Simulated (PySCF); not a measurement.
Level of theory: PySCF, PBE0, basis Tc def2-TZVP with ECP28, H def2-TZVP (scalar-relativistic core potentials, no spin–orbit coupling, density fitting). Open shells, if any, are unrestricted.

Q: What spin state, shape and geometry does isolated TcH2 take (every ligand bound to Tc)?

A: Formally Tc is in oxidation state +2, d5, with 5 unpaired electrons (the high-spin count). The Mulliken spin on Tc is 5.05. The polar-tensor charge on Tc, 0.72, is far below the formal one. The lowest minimum found is a sextet of C2v symmetry with Tc–H 1.742 Å (×2); H–Tc–H 147.5°. Its harmonic wavenumbers are 589 (a1), 1640 (b2), 1763 (a1) cm⁻¹ and its dipole moment is 1.36 D.

Other isomers or separated fragments may lie lower. Other spin states or occupations of the open shell can lie lower.
